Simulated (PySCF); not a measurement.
A run for PySCF: D3(BJ) and D4 dispersion corrections on H2PbS2 (SMILES [SH][Pb][SH]), a point of a torsion scan.

```python
from pyscf import gto
from pyscf.dispersion import dftd3, dftd4

mol = gto.M(
    atom='''
    S     1.96280212   -0.51427196   -0.49242933
    Pb   -0.38983855   -1.28410619    0.04158538
    S     0.08458152   -3.75139960   -0.09524053
    H     1.73126023    0.78805146   -0.42442102
    H     1.36928015   -3.70629198   -0.39157373
    ''',
    basis='def2-svp',
    charge=0, spin=0, verbose=0, max_memory=1800)
d3, d4 = {}, {}
for xc in ['hf', 'pbe', 'blyp', 'revpbe', 'tpss', 'r2scan', 'b3lyp', 'pbe0', 'bhlyp', 'camb3lyp', 'b2plyp']:
    d3[xc] = float(dftd3.DFTD3Dispersion(mol, xc=xc, version='d3bj', atm=False).get_dispersion()['energy'])
    print(f'D3(BJ) {xc:10s} {d3[xc]:14.8f} Eh')
for xc in ['hf', 'pbe', 'blyp', 'revpbe', 'tpss', 'r2scan', 'b3lyp', 'pbe0', 'bhlyp', 'camb3lyp', 'b2plyp']:
    d4[xc] = float(dftd4.DFTD4Dispersion(mol, xc={'camb3lyp': 'cam-b3lyp'}.get(xc, xc), atm=True).get_dispersion()['energy'])
    print(f'D4     {xc:10s} {d4[xc]:14.8f} Eh')
```

It printed:

```
D3(BJ) hf            -0.04336570 Eh
D3(BJ) pbe           -0.00516817 Eh
D3(BJ) blyp          -0.01263513 Eh
D3(BJ) revpbe        -0.01148932 Eh
D3(BJ) tpss          -0.00702950 Eh
D3(BJ) r2scan        -0.00141913 Eh
D3(BJ) b3lyp         -0.01079009 Eh
D3(BJ) pbe0          -0.00502243 Eh
D3(BJ) bhlyp         -0.01041107 Eh
D3(BJ) camb3lyp      -0.00555803 Eh
D3(BJ) b2plyp        -0.00612554 Eh
D4     hf            -0.01628560 Eh
D4     pbe           -0.00549770 Eh
D4     blyp          -0.01145429 Eh
D4     revpbe        -0.01211147 Eh
D4     tpss          -0.00729028 Eh
D4     r2scan        -0.00113164 Eh
D4     b3lyp         -0.00913487 Eh
D4     pbe0          -0.00471656 Eh
D4     bhlyp         -0.00931468 Eh
D4     camb3lyp      -0.00500501 Eh
D4     b2plyp        -0.00375862 Eh
```

The run finished.

Cost: around 0.020 core-seconds (rough).
